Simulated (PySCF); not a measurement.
# Excited states of Pb⁴⁺ (lead, charge +4)

Ground state [Xe] 4f14 5d10, ¹S. All numbers are calculated (PySCF 2.14, scalar relativity through the core potential, in def2-TZVP with the def2 core potential (60 electrons) (6s5p3d2f, 50 functions)). Vertical excitation energies in eV without spin-orbit coupling; excited terms of each kind are numbered among those the solver found. Frozen: 5s2 5p6.

| term | leading excitation | EOM-EE-CCSD |
| --- | --- | --- |
| 1 3D | 5d → s | 15.145 |
| 1 1D | 5d → s | 16.084 |
| 1 3P° | 5d → p | 27.256 |
| 1 3F° | 5d → p | 27.793 |
| 1 1F° | 5d → p | 28.225 |
| 1 1D° | 5d → p | 28.752 |
| 1 3D° | 5d → p | 28.813 |
| 1 1P° | 5d → p | 28.901 |
| 1 3G | 5d → d | 41.841 |
| 1 1G | 5d → d | 42.012 |
| 2 3D | 5d → d | 42.072 |

The spin-orbit splitting of the hole, absent here, rivals or exceeds the spacing of these terms, so the LS terms are model states.

The solver can miss terms.
